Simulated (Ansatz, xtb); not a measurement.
## Isomers of C6H6OS2 in order of energy

3 gas-phase structures of C6H6OS2, from a drawn sample of its isomers (lower ones may exist). Each was relaxed with GFN2-xTB; where two conformers were screened, the lower at r2SCAN-D4/def2-SVP is listed:

A. `CC(=S)Sc1ccco1`, a singlet
B. `Oc1cc(S)cc(S)c1`, a singlet
C. `CC(=S)c1sccc1O`, a singlet

Which do you expect lowest at r2SCAN-D4/def2-SVP, and how would the others follow?

Calculated order at r2SCAN-D4/def2-SVP: C (0.0), B (1.6), A (26.3) kcal/mol. CCSD(T)/def2-SVP + ΔMP2/def2-TZVPP after further relaxation puts B lowest instead.

Energies above the lowest of each column, in kcal/mol; the last columns are at B3LYP-D3(BJ)/def2-SVP geometries and were run for some of them only (a dash: not run or not comparable):

```tsv
structure	GFN2-xTB	HF/STO-3G	r2SCAN-D4/def2-SVP	B3LYP-D3(BJ)/def2-SVP	CCSD(T)/def2-SVP + ΔMP2/def2-TZVPP
C	4.4	16.7	0.0	0.9	1.7
B	0.0	0.0	1.6	0.0	0.0
A	19.1	20.1	26.3	–	–
```

CCSD(T)/def2-SVP + ΔMP2/def2-TZVPP puts B lowest of those it was run on; r2SCAN-D4/def2-SVP picks C. CCSD(T)/def2-SVP + ΔMP2/def2-TZVPP orders those it was run on as B (0.0), C (1.7) kcal/mol. Some further structures that were screened fall inside this span and aren't listed. Flexible structures stand in one conformer each, not always the lowest. Frequencies (GFN2-xTB) were run for B, C alone. ΔMP2 is the change of the MP2 energy from the smaller to the larger basis.

Programs: Ansatz 0.2.0, xtb 6.7.1.
